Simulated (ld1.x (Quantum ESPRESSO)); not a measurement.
# Configuration tests for sulfur (ultrasoft)

| Property | Result |
| --- | --- |
| Element | sulfur |
| Generator | ld1.x (Quantum ESPRESSO) 7.5 |
| Type | ultrasoft |
| Functional | PBE |
| Relativity | scalar-relativistic |
| Frozen core | [Ne] |
| Valence charge | 6 |
| Reference configuration | 3s1.5 3p4.5 |
| Partial waves | 3s (bound): rcut 1.15, rcutus 1.40 bohr; 3s channel at -0.85 Ry: rcut 1.15, rcutus 1.40 bohr; 3p (bound): rcut 1.40, rcutus 1.65 bohr; 3p channel at 2.6 Ry: rcut 1.40, rcutus 1.65 bohr; 3d channel at 0.4 Ry: rcut 1.35, rcutus 1.85 bohr; 3d channel at 0.8 Ry: rcut 1.35, rcutus 1.85 bohr |
| Local potential | all-electron potential smoothed inside 1.85 bohr (lloc = -1) |
| Core correction | none |
| Augmentation charge | PSQ, inside the norm-conserving radii |

Energies are relative to the spin-unpolarised reference configuration 3s1.5 3p4.5; without spin polarisation the order of configurations can differ from experiment.

| valence configuration | charge | ΔE all-electron (eV) | error AE − PS (meV) |
| --- | --- | --- | --- |
| 3s2 3p4 | 0 | -5.140 | +5.3 |
| 3s2 3p3 | +1 | 6.629 | +8.4 |
| 3s2 3p2 | +2 | 28.913 | +19 |
| 3s0 3p6 | 0 | 15.600 | +69 |
| 3s2 3p0 | +4 | 109.751 | +154 |

Task: What are ΔE and the potential's error for 3s2 3p4.3?

Result: ΔE = -6.849 eV all-electron; the error (AE − PS) is +4.9 meV.

Task: What are ΔE and the potential's error for 3s2 3p1?

Result: ΔE = 62.954 eV all-electron; the error (AE − PS) is +55 meV.

Levels in the configuration 3s2 3p3:

```csv
level,all-electron (eV),pseudo (eV)
3s,-27.630,-27.653
3p,-16.796,-16.790
```
